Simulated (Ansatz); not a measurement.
Isolated molecules relaxed with PBE0-D4/def2-TZVP in Ansatz; ΔE leaves out vibrations. CCSD(T)/CBS adds triple-zeta CCSD(T) − MP2 to the extrapolated MP2 energy (def2 sets, frozen cores). This one scheme is used for every species. Functionals use def2-TZVPP. B3LYP here is the variant with VWN-RPA as its local correlation; programs differ in this. For Ge outer-core shells are correlated without core-valence functions, which leaves a few kJ/mol of doubt a bond. Scalar relativity is left out up to krypton. Each species was taken in one conformer, which may not be the lowest.

Reaction (cleavage of the Ge–Si bond): `F[SiH2][GeH]([F])[Cl]` + `N=C=O` → `O=C=[N][GeH]([F])[Cl]` + `F[SiH3]`

CCSD(T)/CBS gives -49.3 kJ/mol.

(1) Another level gave -58.0 kJ/mol. Which?
A. PBE-D4/def2-TZVPP
B. CCSD/def2-TZVPP
C. B3LYP-D4/def2-TZVPP
D. PBE0/def2-TZVPP

Largest T1 diagnostic among the species: 0.018.

## Answers

(1) B. CCSD/def2-TZVPP -58.0, PBE0 -35.7, PBE-D4 -25.1, B3LYP-D4 -40.4 kJ/mol.

In def2-TZVPP, CCSD(T) changes the Hartree–Fock value by +17.2 kJ/mol (the triples alone add +1.3 kJ/mol) and MP2 by +10.1 kJ/mol. From PBE to PBE0 (25 % exact exchange), in def2-TZVPP and without D4, ΔE moves by −10.5 kJ/mol.
